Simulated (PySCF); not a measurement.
PySCF input (HF/def2-TZVPD):

```python
from pyscf import gto, scf, dft

mol = gto.M(
    atom='''
    B    -0.48456276   -0.21355520    0.13127540
    Cl   -0.01628595    1.61329123    0.04373435
    Cl    0.98622766   -1.25249310   -0.30812413
    N    -1.67140770   -0.72183259    0.45316849
    H    -2.36634143   -0.01296397    0.66606988
    ''',
    basis='def2-tzvpd',
    charge=-1,
    spin=0,
    verbose=4,
)

mf = scf.RHF(mol).density_fit(auxbasis='def2-universal-jkfit')
mf.conv_tol = 1e-9
mf.max_cycle = 100
mf.max_memory = 1500
mf.kernel()
if not mf.converged:
    mf = mf.newton()
    mf.kernel(mf.make_rdm1())
mf.analyze()
```

Output:

```
PySCF version 2.14.0

[INPUT] verbose = 4
[INPUT] num. atoms = 5
[INPUT] num. electrons = 48
[INPUT] charge = -1
[INPUT] spin (= nelec alpha-beta = 2S) = 0
[INPUT] symmetry False subgroup None
[INPUT] Mole.unit = angstrom
[INPUT] Symbol           X                Y                Z      unit          X                Y                Z       unit  Magmom
[INPUT]  1 B     -0.484562760000  -0.213555200000   0.131275400000 AA   -0.915690906563  -0.403560840477   0.248074552893 Bohr   0.0
[INPUT]  2 Cl    -0.016285950000   1.613291230000   0.043734350000 AA   -0.030775985178   3.048678583863   0.082645943736 Bohr   0.0
[INPUT]  3 Cl     0.986227660000  -1.252493100000  -0.308124130000 AA    1.863700173871  -2.366868931907  -0.582270218070 Bohr   0.0
[INPUT]  4 N     -1.671407700000  -0.721832590000   0.453168490000 AA   -3.158502795489  -1.364065902885   0.856364334383 Bohr   0.0
[INPUT]  5 H     -2.366341430000  -0.012963970000   0.666069880000 AA   -4.471737219912  -0.024498352787   1.258689653022 Bohr   0.0

nuclear repulsion = 166.695458448859
number of shells = 63
number of NR pGTOs = 259
number of NR cGTOs = 175
basis = def2-tzvpd
ecp = {}

******** <class 'pyscf.df.df_jk.DFRHF'> ********
method = DFRHF
initial guess = minao
damping factor = 0
level_shift factor = 0
DIIS = <class 'pyscf.scf.diis.CDIIS'>
diis_start_cycle = 1
diis_space = 8
diis_damp = 0
SCF conv_tol = 1e-09
SCF conv_tol_grad = None
SCF max_cycles = 100
direct_scf = False
Set gradient conv threshold to 3.16228e-05
Initial guess from minao.
******** <class 'pyscf.df.df.DF'> ********
auxbasis = def2-universal-jkfit
init E= -999.113234519742
  HOMO = -0.314638538110967  LUMO = 0.032223934177893  gap/eV = 9.43861
cycle= 1 E= -998.826918051776  delta_E= 0.286  |g|= 0.507  |ddm|= 1.72
  HOMO = -0.124012182760609  LUMO = 0.160884777713773  gap/eV = 7.75244
cycle= 2 E= -998.879380376216  delta_E= -0.0525  |g|= 0.333  |ddm|= 1.08
  HOMO = -0.178620507404388  LUMO = 0.162035654865341  gap/eV = 9.26973
cycle= 3 E= -998.902559026096  delta_E= -0.0232  |g|= 0.0522  |ddm|= 0.301
  HOMO = -0.175595018094255  LUMO = 0.161467412743208  gap/eV = 9.17194
cycle= 4 E= -998.904132835924  delta_E= -0.00157  |g|= 0.0215  |ddm|= 0.117
  HOMO = -0.177026242284724  LUMO = 0.16170495386824  gap/eV = 9.21735
cycle= 5 E= -998.904384145437  delta_E= -0.000251  |g|= 0.00763  |ddm|= 0.0332
  HOMO = -0.175470287979769  LUMO = 0.161695069118817  gap/eV = 9.17474
cycle= 6 E= -998.904434157279  delta_E= -5e-05  |g|= 0.00298  |ddm|= 0.0174
  HOMO = -0.175634049224221  LUMO = 0.161716818569794  gap/eV = 9.17978
cycle= 7 E= -998.904441637747  delta_E= -7.48e-06  |g|= 0.00113  |ddm|= 0.0123
  HOMO = -0.175351950781135  LUMO = 0.161724443217354  gap/eV = 9.17232
cycle= 8 E= -998.904442532754  delta_E= -8.95e-07  |g|= 0.000315  |ddm|= 0.00419
  HOMO = -0.175385713156864  LUMO = 0.161730663615397  gap/eV = 9.17340
cycle= 9 E= -998.90444261583  delta_E= -8.31e-08  |g|= 7.21e-05  |ddm|= 0.00173
  HOMO = -0.175378784719683  LUMO = 0.161732259376368  gap/eV = 9.17326
[...]
cycle= 11 E= -998.904442621042  delta_E= -2.35e-10  |g|= 4.77e-06  |ddm|= 4.73e-05
  HOMO = -0.17537657554665  LUMO = 0.161732500092425  gap/eV = 9.17321
Extra cycle  E= -998.904442621053  delta_E= -1.09e-11  |g|= 2.19e-06  |ddm|= 1.09e-05
converged SCF energy = -998.904442621053
**** SCF Summaries ****
Total Energy =                        -998.904442621053249
Nuclear Repulsion Energy =             166.695458448859171
One-electron Energy =                -1720.772490837805208
Two-electron Energy =                  555.172589767892759
Two-electron Coulomb Energy =          621.415793926852984
DFT Exchange-Correlation Energy =      -66.243204158960225
HOMO-LUMO gap [eV] =                     9.173205188060257
**** MO energy ****
MO #1   energy= -104.637876400029  occ= 2
MO #2   energy= -104.636641820297  occ= 2
MO #3   energy= -15.3022184439165  occ= 2
MO #4   energy= -10.3670747132724  occ= 2
MO #5   energy= -10.3660551630193  occ= 2
MO #6   energy= -7.83377951617905  occ= 2
MO #7   energy= -7.83304017256875  occ= 2
MO #8   energy= -7.83303305287963  occ= 2
MO #9   energy= -7.83282397682199  occ= 2
MO #10  energy= -7.83203853077836  occ= 2
MO #11  energy= -7.83201231801607  occ= 2
MO #12  energy= -7.47153449065844  occ= 2
MO #13  energy= -0.933766273568494 occ= 2
MO #14  energy= -0.885886627730959 occ= 2
MO #15  energy= -0.87429976733694  occ= 2
MO #16  energy= -0.467437591357189 occ= 2
MO #17  energy= -0.401480186723518 occ= 2
MO #18  energy= -0.348810737955594 occ= 2
MO #19  energy= -0.318185322447498 occ= 2
MO #20  energy= -0.291547850865169 occ= 2
MO #21  energy= -0.27429135030442  occ= 2
MO #22  energy= -0.255063459203762 occ= 2
MO #23  energy= -0.209382181615879 occ= 2
MO #24  energy= -0.17537657554665  occ= 2
MO #25  energy= 0.161732500092425  occ= 0
MO #26  energy= 0.175678402687011  occ= 0
MO #27  energy= 0.194885741307687  occ= 0
MO #28  energy= 0.202475121720125  occ= 0
MO #29  energy= 0.216924209723766  occ= 0
MO #30  energy= 0.219459283606949  occ= 0
MO #31  energy= 0.222873226020663  occ= 0
MO #32  energy= 0.28340652749111   occ= 0
MO #33  energy= 0.329752437680864  occ= 0
MO #34  energy= 0.343136248531064  occ= 0
MO #35  energy= 0.352043077265967  occ= 0
MO #36  energy= 0.361232178330361  occ= 0
MO #37  energy= 0.370184809527334  occ= 0
MO #38  energy= 0.388442813607761  occ= 0
MO #39  energy= 0.392202072742129  occ= 0
MO #40  energy= 0.407048181808483  occ= 0
MO #41  energy= 0.426071861713325  occ= 0
MO #42  energy= 0.435538138285742  occ= 0
MO #43  energy= 0.438998149273112  occ= 0
MO #44  energy= 0.441488120599877  occ= 0
MO #45  energy= 0.462790304377862  occ= 0
MO #46  energy= 0.472848011580431  occ= 0
MO #47  energy= 0.490411978472845  occ= 0
MO #48  energy= 0.49577810982928   occ= 0
MO #49  energy= 0.506100859249124  occ= 0
MO #50  energy= 0.506912848345701  occ= 0
MO #51  energy= 0.517639114116597  occ= 0
MO #52  energy= 0.525432789363207  occ= 0
MO #53  energy= 0.549512256553561  occ= 0
MO #54  energy= 0.552979438155559  occ= 0
MO #55  energy= 0.555095305371911  occ= 0
MO #56  energy= 0.58480275430064   occ= 0
MO #57  energy= 0.585283347946072  occ= 0
MO #58  energy= 0.615268057609994  occ= 0
MO #59  energy= 0.679019039993275  occ= 0
MO #60  energy= 0.703635059861335  occ= 0
MO #61  energy= 0.711330030552884  occ= 0
MO #62  energy= 0.741612910761912  occ= 0
MO #63  energy= 0.76376068270744   occ= 0
MO #64  energy= 0.769531936599771  occ= 0
MO #65  energy= 0.828440109530596  occ= 0
MO #66  energy= 0.834691991972972  occ= 0
MO #67  energy= 0.867601253922821  occ= 0
MO #68  energy= 0.904325767464589  occ= 0
MO #69  energy= 0.907026245402836  occ= 0
MO #70  energy= 0.924714468433774  occ= 0
MO #71  energy= 0.93929915844471   occ= 0
MO #72  energy= 0.948536059988869  occ= 0
MO #73  energy= 0.958072193570642  occ= 0
MO #74  energy= 0.972828618902738  occ= 0
MO #75  energy= 0.989317347493516  occ= 0
MO #76  energy= 0.991768207893345  occ= 0
MO #77  energy= 0.999008209170164  occ= 0
MO #78  energy= 1.01090009107898   occ= 0
MO #79  energy= 1.01866005329821   occ= 0
MO #80  energy= 1.02420655067292   occ= 0
MO #81  energy= 1.05064038018271   occ= 0
MO #82  energy= 1.07800400121784   occ= 0
MO #83  energy= 1.08958432232041   occ= 0
MO #84  energy= 1.14684594746309   occ= 0
MO #85  energy= 1.1736348682113    occ= 0
MO #86  energy= 1.19604023450436   occ= 0
MO #87  energy= 1.22292011433972   occ= 0
MO #88  energy= 1.22756491524268   occ= 0
MO #89  energy= 1.25407556893937   occ= 0
MO #90  energy= 1.28013364807026   occ= 0
MO #91  energy= 1.46857571247349   occ= 0
MO #92  energy= 1.51444688891785   occ= 0
MO #93  energy= 1.5399586488594    occ= 0
MO #94  energy= 1.56109478968819   occ= 0
MO #95  energy= 1.60625295106828   occ= 0
MO #96  energy= 1.74424665386157   occ= 0
MO #97  energy= 1.76534925589064   occ= 0
MO #98  energy= 1.7838920548374    occ= 0
MO #99  energy= 1.85344672764713   occ= 0
MO #100 energy= 1.87448291968221   occ= 0
MO #101 energy= 2.004898703877     occ= 0
MO #102 energy= 2.03190413969104   occ= 0
MO #103 energy= 2.18993821824225   occ= 0
MO #104 energy= 2.19866188230116   occ= 0
MO #105 energy= 2.20991330169928   occ= 0
MO #106 energy= 2.3210101306093    occ= 0
MO #107 energy= 2.34986488289406   occ= 0
[...]
```

It need not be the lowest isomer of its formula. Whether it binds its extra electron was not tested at this geometry.
